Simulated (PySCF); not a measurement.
## Molecular orbitals of BeGa

LDA at R = 2.412 Å; PySCF, no relativity, basis sets Be pcseg-1, Ga pcseg-1. State: ²Π (doublet), unpaired electrons π ↑. Only the outer orbitals are listed, counted within each symmetry.

| spin | orbital | occ. | ε (eV) | on Be (%) | main shells (%) |
| --- | --- | --- | --- | --- | --- |
| α | 1δ | 1 | -20.36 | 0 | 100 Ga d |
| α | 3π | 1 | -20.33 | 0 | 100 Ga d |
| α | 1δ | 1 | -20.31 | 0 | 100 Ga d |
| α | 7σ | 1 | -20.22 | 0 | 100 Ga d |
| α | 3π | 1 | -20.20 | 0 | 100 Ga d |
| α | 8σ | 1 | -9.73 | 13 | 84 Ga s, 10 Be s |
| α | 9σ | 1 | -5.67 | 62 | 62 Be s, 24 Ga p, 13 Ga s |
| α | 4π | 1 | -3.60 | 36 | 63 Ga p, 36 Be p |
| α | 4π | 0 | -3.56 | 35 | 64 Ga p, 35 Be p |
| α | 10σ | 0 | -3.31 | 63 | 45 Be p, 35 Ga p, 18 Be s |
| α | 5π | 0 | -1.34 | 61 | 61 Be p, 37 Ga p |
| β | 1δ | 1 | -20.34 | 0 | 100 Ga d |
| β | 3π | 1 | -20.31 | 0 | 100 Ga d |
| β | 1δ | 1 | -20.24 | 0 | 100 Ga d |
| β | 7σ | 1 | -20.15 | 0 | 100 Ga d |
| β | 3π | 1 | -20.14 | 0 | 100 Ga d |
| β | 8σ | 1 | -9.34 | 13 | 85 Ga s, 10 Be s |
| β | 9σ | 1 | -5.36 | 62 | 60 Be s, 26 Ga p, 12 Ga s |
| β | 4π | 0 | -3.32 | 35 | 64 Ga p, 35 Be p |
| β | 10σ | 0 | -3.11 | 63 | 46 Be p, 35 Ga p, 16 Be s |
| β | 4π | 0 | -2.92 | 38 | 61 Ga p, 38 Be p |

Problem. Which are the highest filled and the lowest empty level, where do they sit, and how wide is the gap?

Solution. Highest filled α 4π at -3.60 eV (in %: 63 Ga p, 36 Be p); lowest empty α 4π at -3.56 eV (in %: 64 Ga p, 35 Be p); the gap at LDA is 0.04 eV. Both belong to one degenerate shell, split only by its one-sided filling, so this is no excitation gap.

```json
{"bond order (Mayer)": "1.37", "⟨S²⟩": "0.751", "charge on Be (Mulliken, basis-dependent)": "0.14", "charge on Be (Löwdin, basis-dependent)": "0.07", "dipole moment (positive dipole means Be(−)Ga(+))": "-0.22 D", "polarisability along the bond": "136.6 bohr³", "polarisability across the bond": "70.6 bohr³"}
```

Spin–orbit coupling is left out. The state is the lowest determinant that a PBE0 search found; another state may lie lower at other levels.
